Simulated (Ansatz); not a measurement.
Ansatz (a program for electronic structure) input (B3LYP-D3(BJ)/def2-TZVP):

Ansatz 0.2 input:
```yaml
crystal:
  periodic: [false, false, false]
  atoms:
    - {symbol: Si, position_ang: [-0.49006570, -0.26617463, 0.36077456]}
    - {symbol: Cl, position_ang: [-1.78317619, -0.29932650, -1.22618583]}
    - {symbol: O, position_ang: [0.28712700, 1.17208504, 0.37742037]}
    - {symbol: O, position_ang: [0.66112925, -1.38456474, 0.21672192]}
    - {symbol: H, position_ang: [-0.18124099, 2.00176647, 0.34899821]}
    - {symbol: H, position_ang: [1.52194273, -1.16084496, -0.14579099]}
basis:
  gaussian:
    orbitals: def2-TZVP
hamiltonian:
  xc: b3lyp
  dispersion: d3bj
magnetization: {spin_polarized: true, initial_magnetization: 1}
relax: {f_tol: 0.002, max_steps: 150}
```

End of the output:

```
integrals: 0.06 GiB planned
914 factors; their error is unknown
mean field: 0.81 GiB planned
mean field evaluation 192: about -24533.0983 eV, gradient 5.3e-4 eV
mean field -24533.09825517 eV, -901.5747317463 hartree, gradient 1.6e-5 eV, S^2 0.751841; 0 other end points of the search recorded, 0 dependent functions left out
the calculation of the forces begins
reference -24533.09848258 eV, -901.5747401036 hartree; 25, 24 occupied and 123, 124 virtual orbitals, 914 factors
relax step  27: F+E_penalty+E_count = -24533.33221130 eV  Δ(F+E_penalty+E_count) = -7.926e-7 eV  max|allowed force component| = 2.523e-3 eV/Å  Δτ_max = 0.0023 Å  (26 SCF iters, accepted)
these checks for a lower state are left out or cut short: starts, cluster_reference, orbital_swaps, neighbouring_geometries, increment
integrals: 0.06 GiB planned
914 factors; their error is unknown
mean field: 0.81 GiB planned
mean field -24533.09825746 eV, -901.5747318304 hartree, gradient 1.5e-5 eV, S^2 0.751841; 0 other end points of the search recorded, 0 dependent functions left out
the calculation of the forces begins
reference -24533.09848488 eV, -901.5747401878 hartree; 25, 24 occupied and 123, 124 virtual orbitals, 914 factors
relax step  28: F+E_penalty+E_count = -24533.33221151 eV  Δ(F+E_penalty+E_count) = -2.039e-7 eV  max|allowed force component| = 1.635e-3 eV/Å  Δτ_max = 0.0001 Å  (22 SCF iters, accepted)
integrals: 0.06 GiB planned
914 factors; their error is unknown
mean field: 0.81 GiB planned
mean field -24533.09825746 eV, -901.5747318304 hartree, gradient 2.5e-5 eV, S^2 0.751841; 1 other end points of the search recorded, 0 dependent functions left out
the calculation of the forces begins
reference -24533.09848488 eV, -901.5747401878 hartree; 25, 24 occupied and 123, 124 virtual orbitals, 914 factors
Total energy: -24533.33243892 eV, -901.5833378404 hartree
Atom 0 at    -0.466947    -0.251751     0.308524 Å, force    -0.000419    -0.000673    -0.000169 eV/Å
Atom 1 at    -1.913607    -0.317460    -1.187261 Å, force    -0.000057    -0.000033     0.000015 eV/Å
Atom 2 at     0.334373     1.188469     0.304877 Å, force     0.001635     0.000276    -0.000096 eV/Å
Atom 3 at     0.657398    -1.400448    -0.003796 Å, force    -0.000093     0.000634     0.000198 eV/Å
Atom 4 at    -0.176567     1.998585     0.393208 Å, force    -0.000874    -0.000062     0.000091 eV/Å
Atom 5 at     1.581066    -1.154455     0.116386 Å, force    -0.000192    -0.000142    -0.000039 eV/Å
Dipole moment:     0.212364     0.348473     0.254409 e Å
```

It need not be the lowest isomer of its formula.
